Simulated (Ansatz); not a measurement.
Reaction (ligand exchange at the Si–O bond): `[SiH3]O[SiH2][SiH3]` + `[CH2]1[NH][AlH]1` → `[SiH3][SiH2][N]1[CH2][AlH]1` + silanol

Computed with Ansatz on PBE0-D4/def2-TZVP structures; ΔE is electronic, products minus reactants. CBS: MP2 limit from def2 TZ/QZ plus the TZ coupled-cluster correction, frozen cores. Functionals use def2-TZVPP. B3LYP here is the variant with VWN-RPA as its local correlation; programs differ in this. One conformer a species, not always the lowest.

`[SiH3]O[SiH2][SiH3]`:

Cartesian coordinates in Å:
```
Si 1.679 0.973 -0.997
O 0.808 1.043 0.384
Si -0.424 0.386 1.244
Si -1.470 -1.358 0.070
H 1.147 -0.104 -1.876
H 1.586 2.276 -1.702
H 3.098 0.685 -0.672
H -1.414 1.454 1.548
H 0.112 -0.126 2.534
H -0.509 -2.457 -0.221
H -2.037 -0.871 -1.217
H -2.577 -1.901 0.904
```

`[CH2]1[NH][AlH]1`:

```xyz
7

C    -0.392   -0.668   -0.343
N     0.247   -0.036    0.867
Al    0.348    1.101   -0.419
H     0.126   -1.543   -0.742
H    -1.465   -0.857   -0.262
H     0.298   -0.529    1.741
H     0.838    2.532   -0.842
```

`[SiH3][SiH2][N]1[CH2][AlH]1`:

Z-matrix (Å, degrees):
```
Si
Si 1 2.349
H 1 1.491 2 110.8
H 1 1.490 2 111.3 3 119.8
H 1 1.490 2 111.0 3 -120.2
N 2 1.711 1 111.7 3 -61.4
H 2 1.491 1 109.1 3 58.9
H 2 1.496 1 107.6 3 175.8
Al 6 1.744 2 165.6 1 113.8
C 6 1.531 2 123.7 1 -60.6
H 9 1.568 6 144.6 2 4.4
H 10 1.091 6 114.0 2 -65.7
H 10 1.092 6 114.3 2 63.1
```

`O[SiH3]`:

Z-matrix (Å, degrees):
```
Si
O 1 1.648
H 1 1.489 2 111.7
H 1 1.489 2 111.7 3 120.9
H 1 1.481 2 105.9 3 -119.6
H 2 0.957 1 117.9 3 -60.5
```

| level | ΔE (kJ/mol) |
| --- | --- |
| PBE-D4 | 23.9 |
| PBE0-D4 | 26.2 |
| ωB97X-V | 31.2 |
| PBE | 25.6 |
| B3LYP | 33.8 |
| MP2/def2-TZVPP | 23.8 |
| CCSD(T)/def2-TZVPP | 27.2 |
| SCS-MP2/def2-QZVPP | 29.5 |

Q: What does CCSD(T)/CBS give? (Estimate.)

A: Computed: +29.1 kJ/mol. The listed levels differ from it by -5.2, -2.9, 2.1, -3.5, 4.7, -5.3, -1.9, 0.4 kJ/mol.

Largest T1 diagnostic among the species: 0.015.

In def2-TZVPP, CCSD(T) changes the Hartree–Fock value by −13.1 kJ/mol (the triples alone add −2.8 kJ/mol) and MP2 by −16.5 kJ/mol.
